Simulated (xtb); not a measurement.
xtb input (GFN2-xTB):

```bash
xtb mol.xyz --gfn 2 --ohess tight --chrg 1 --uhf 0
```
mol.xyz:
```
10

O     -1.45659535    -0.61828263     0.78857999
Si    -0.27764532    -0.02871557    -0.13157227
O     -0.59484303     0.61050723    -1.54333814
O      0.27778698    -1.60011958    -0.78805709
S      1.23310163     0.88506737     1.07082729
H     -1.93363672    -0.17347361     1.54392176
H     -0.73666884     1.52284350    -1.78154785
H      0.00019414    -2.43289419    -0.31711719
H      0.23652618    -1.71966874    -1.77999655
H      1.83899446     1.42885712    -0.01841781
```

Output:

```
           -------------------------------------------------
          |                Calculation Setup                |
           -------------------------------------------------

           -------------------------------------------------
          |                 G F N 2 - x T B                 |
           -------------------------------------------------

        Reference                      10.1021/acs.jctc.8b01176
      * Hamiltonian:
        H0-scaling (s, p, d)           1.850000    2.230000    2.230000
        zeta-weighting                 0.500000
      * Dispersion:
        s8                             2.700000
        a1                             0.520000
        a2                             5.000000
        s9                             5.000000
      * Repulsion:
        kExp                           1.500000    1.000000
        rExp                           1.000000
      * Coulomb:
        alpha                          2.000000
        third order                    shell-resolved
        anisotropic                    true
        a3                             3.000000
        a5                             4.000000
        cn-shift                       1.200000
        cn-exp                         4.000000
        max-rad                        5.000000

          ...................................................
          :                      SETUP                      :
          :.................................................:
          :  # basis functions                  37          :
          :  # atomic orbitals                  35          :
          :  # shells                           17          :
          :  # electrons                        32          :
          :  max. iterations                   250          :
          :  Hamiltonian                  GFN2-xTB          :
          :  restarted?                      false          :
          :  GBSA solvation                  false          :
          :  PC potential                    false          :
          :  electronic temp.          300.0000000     K    :
          :  accuracy                    1.0000000          :
          :  -> integral cutoff          0.2500000E+02      :
          :  -> integral neglect         0.1000000E-07      :
          :  -> SCF convergence          0.1000000E-05 Eh   :
          :  -> wf. convergence          0.1000000E-03 e    :
          :  Broyden damping             0.4000000          :
          :  net charge                          1          :
          :  unpaired electrons                  0          :
          ...................................................

 iter      E             dE          RMSdq      gap      omega  full diag
   1    -19.4620361 -0.194620E+02  0.681E+00    6.10       0.0  T
   2    -19.5121232 -0.500871E-01  0.436E+00    5.48       1.0  T
   3    -19.5159042 -0.378101E-02  0.240E+00    5.35       1.0  T
   4    -19.5070577  0.884657E-02  0.194E+00    4.60       1.0  T
   5    -19.5172903 -0.102326E-01  0.821E-01    5.32       1.0  T
   6    -19.5224860 -0.519574E-02  0.243E-01    5.14       1.0  T
[...]
     4   8 O        8   1 H                                       0.9696076
     4   8 O        9   1 H                                       0.9710813
     5  16 S       10   1 H                                       1.3281271

 * 4 distinct bonds (by element types)

   Z      Z             #   av. dist./Å        max./Å        min./Å
   1 H    8 O           4     0.9626326     0.9710813     0.9548887
   8 O   14 Si          2     1.5938421     1.5959465     1.5917377
   1 H   16 S           1     1.3281271     1.3281271     1.3281271
  14 Si  16 S           1     2.0988712     2.0988712     2.0988712

           -------------------------------------------------
          |               Frequency Printout                |
           -------------------------------------------------
 projected vibrational frequencies (cm⁻¹)
eigval :       -0.00    -0.00    -0.00    -0.00     0.00     0.00
eigval :       98.60   137.40   165.95   184.31   214.57   247.18
eigval :      277.28   297.53   329.77   386.64   502.05   560.29
eigval :      644.13   704.38   737.65   747.07   941.49  1072.18
eigval :     1379.67  2435.44  3394.98  3422.09  3626.21  3636.26
 reduced masses (amu)
   1: 26.05   2: 18.85   3: 20.40   4: 21.93   5: 19.33   6: 20.26   7:  5.48   8: 13.02
   9: 14.12  10: 16.65  11:  3.04  12: 18.01  13: 11.43  14: 15.17  15:  3.85  16: 15.84
  17:  8.40  18: 21.61  19:  3.78  20:  2.75  21:  3.75  22:  3.89  23: 19.10  24: 21.18
  25:  2.22  26:  1.95  27:  2.00  28:  1.69  29:  1.90  30:  1.91
 IR intensities (km·mol⁻¹)
   1:  1.70   2:  4.81   3:  4.73   4:  6.38   5:  9.19   6:  6.08   7: 20.73   8:  0.83
   9: 29.58  10: 65.25  11: 34.74  12: 26.56  13: 52.80  14: 60.19  15:133.27  16:167.24
  17:240.91  18: 98.50  19: 18.07  20:295.60  21:274.13  22:167.21  23:245.99  24:258.37
  25:189.31  26: 50.60  27:154.87  28:120.77  29:161.78  30:165.93
 Raman intensities (Ä⁴*amu⁻¹)
   1:  0.00   2:  0.00   3:  0.00   4:  0.00   5:  0.00   6:  0.00   7:  0.00   8:  0.00
   9:  0.00  10:  0.00  11:  0.00  12:  0.00  13:  0.00  14:  0.00  15:  0.00  16:  0.00
  17:  0.00  18:  0.00  19:  0.00  20:  0.00  21:  0.00  22:  0.00  23:  0.00  24:  0.00
  25:  0.00  26:  0.00  27:  0.00  28:  0.00  29:  0.00  30:  0.00
 output can be read by thermo (or use thermo option).
 writing <g98.out> molden fake output.
 recommended (thermochemical) frequency scaling factor: 1.0
           -------------------------------------------------
          |             Thermodynamic Functions             |
           -------------------------------------------------

c1  symmetry found (for desy threshold:  0.10E+00) used in thermo

          ...................................................
          :                      SETUP                      :
          :.................................................:
          :  # frequencies                          24      :
          :  # imaginary freq.                       0      :
          :  linear?                             false      :
          :  only rotor calc.                    false      :
          :  symmetry                               c1      :
          :  rotational number                       1      :
          :  scaling factor                  1.0000000      :
          :  rotor cutoff                   50.0000000 cm⁻¹ :
Note: The following floating-point exceptions are signalling: IEEE_UNDERFLOW_FLAG IEEE_DENORMAL
normal termination of xtb
          :  imag. cutoff                  -20.0000000 cm⁻¹ :
          :.................................................:

    mode    ω/cm⁻¹     T·S(HO)/kcal·mol⁻¹    T·S(FR)/kcal·mol⁻¹   T·S(vib)
   ------------------------------------------------------------------------
       1     98.60    -1.03810 ( 93.80%)    -0.85513 (  6.20%)    -1.02675
       2    137.40    -0.84666 ( 98.28%)    -0.75689 (  1.72%)    -0.84511
       3    165.95    -0.73966 ( 99.18%)    -0.70100 (  0.82%)    -0.73934
       4    184.31    -0.68105 ( 99.46%)    -0.66993 (  0.54%)    -0.68099
       5    214.57    -0.59761 ( 99.71%)    -0.62492 (  0.29%)    -0.59769
       6    247.18    -0.52195 ( 99.83%)    -0.58303 (  0.17%)    -0.52205
       7    277.28    -0.46226 ( 99.89%)    -0.54900 (  0.11%)    -0.46235
       8    297.53    -0.42658 ( 99.92%)    -0.52812 (  0.08%)    -0.42666
   ------------------------------------------------------------------------

   temp. (K)  partition function   enthalpy   heat capacity  entropy
                                   cal/mol     cal/K/mol   cal/K/mol   J/K/mol
 298.15  VIB   135.                 3854.428     24.105     22.639
         ROT  0.199E+06              888.752      2.981     27.227
         INT  0.269E+08             4743.180     27.086     49.866
         TR   0.117E+28             1481.254      4.968     40.069
         TOT                        6224.4341    32.0537    89.9352   376.2887

       T/K    H(0)-H(T)+PV         H(T)/Eh          T*S/Eh         G(T)/Eh
   ------------------------------------------------------------------------
    298.15    0.991927E-02    0.694777E-01    0.427311E-01    0.267466E-01
   ------------------------------------------------------------------------

         :::::::::::::::::::::::::::::::::::::::::::::::::::::
         ::                  THERMODYNAMIC                  ::
         :::::::::::::::::::::::::::::::::::::::::::::::::::::
         :: total free energy         -19.393330111060 Eh   ::
         ::.................................................::
         :: total energy              -19.420076707253 Eh   ::
         :: zero point energy           0.059558421177 Eh   ::
         :: G(RRHO) w/o ZPVE           -0.032811824984 Eh   ::
         :: G(RRHO) contrib.            0.026746596193 Eh   ::
         :::::::::::::::::::::::::::::::::::::::::::::::::::::

optimized geometry written to: xtbopt.xyz

           -------------------------------------------------
          | TOTAL ENERGY              -19.420076707253 Eh   |
          | TOTAL ENTHALPY            -19.350599018966 Eh   |
          | TOTAL FREE ENERGY         -19.393330111060 Eh   |
          | GRADIENT NORM               0.000292457847 Eh/α |
          | HOMO-LUMO GAP               5.219091160993 eV   |
           -------------------------------------------------

------------------------------------------------------------------------
------------------------------------------------------------------------
 total:
 SCF:
 ANC optimizer:
 analytical hessian:
```

It need not be the lowest isomer of its formula.
